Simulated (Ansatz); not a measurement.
`C[Si](F)(S)Br` → `FBr` + `C[Si]S` at 700 K and 1 bar (silylene formation by 1,1-elimination).

Calculated with Ansatz (gas phase, PBE0-D4/def2-TZVP geometries, no zero-point term in ΔE). CCSD(T)/CBS is the MP2 limit (def2-TZVPP, def2-QZVPP) plus CCSD(T) − MP2 in def2-TZVPP, frozen cores. For Br outer-core shells are correlated without core-valence functions, which leaves a few kJ/mol of doubt a bond. Scalar relativity is left out up to krypton. Each species was taken in one conformer, which may not be the lowest.

```json
{"species": "`C[Si](F)(S)Br`", "CCSD(T)/CBS energy (Eh)": "-3400.59521", "H − E (kJ/mol)": "212.9", "S (J/(mol·K))": "487.3"}
{"species": "`FBr`", "CCSD(T)/CBS energy (Eh)": "-2673.03720", "H − E (kJ/mol)": "27.2", "S (J/(mol·K))": "258.2"}
{"species": "`C[Si]S`", "CCSD(T)/CBS energy (Eh)": "-727.30578", "H − E (kJ/mol)": "174.5", "S (J/(mol·K))": "383.2"}
```

H − E and S are ideal-gas, rigid-rotor, harmonic terms from PBE0-D4/def2-TZVP, for one conformer and one mirror image of each species. 1 Eh = 2625.50 kJ/mol, R = 8.31446 J/(mol·K).

Task: By hand: ΔE, ΔH, ΔS and ΔG.

Result: ΔE = (-2673.03720) + (-727.30578) − (-3400.59521) = 0.25223 Eh = 662.2 kJ/mol. Δ(H − E) = 27.2 + 174.5 − 212.9 = -11.2, so ΔH = 651.0 kJ/mol. ΔS = 258.2 + 383.2 − 487.3 = 154.1 J/(mol·K). ΔG = 651.0 − 700 × (154.1)/1000 = 543.1 kJ/mol.

Task: By hand: the equilibrium constant, and the temperature at which ΔG would vanish if ΔH and ΔS stayed fixed.

Result: log₁₀ K = −ΔG/(RT ln 10) = -40.5. ΔG = 0 at ΔH/ΔS = 4225 K, far beyond where these terms or the molecules hold.

The number of gas molecules changes by +1, which sets the sign of ΔS. A doubt of 5 kJ/mol in ΔE shifts log₁₀ K by 0.4 here. Other conformers and mirror images would add mixing entropy, several J/(mol·K) or more a flexible species. These are equilibria of isolated gas molecules and say nothing of rates. Largest T1 diagnostic: 0.014 (customary marks: 0.02 for closed shells, 0.045 for open ones).
